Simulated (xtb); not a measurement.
C3H14Si3, SMILES [SiH2]([SiH3])CC[SiH2]C. All values are semi-empirical tight-binding results from xtb (GFN2-xTB unless named), good for trends rather than for accurate numbers. Geometry: GFN2-xTB. This is a generated structure with no PubChem entry under its InChIKey; it may be hypothetical. One conformer was computed; it need not be the lowest.

Estimate the properties. (Estimate from the structure and the level; the computed values follow.)


```
Property                                         Result
----------------------------------------  -------------
orbital gap                                     4.36 eV
dipole moment                                    0.40 D
zero-point energy                         92.7 kcal/mol
G − E(el) at 298.15 K (modified RRHO)     68.7 kcal/mol
static polarisability (D4 model)            123.8 bohr³
solvation energy, GFN2-xTB/ALPB(water)    -0.3 kcal/mol
solvation energy, GFN2-xTB/ALPB(benzene)  -4.5 kcal/mol
```
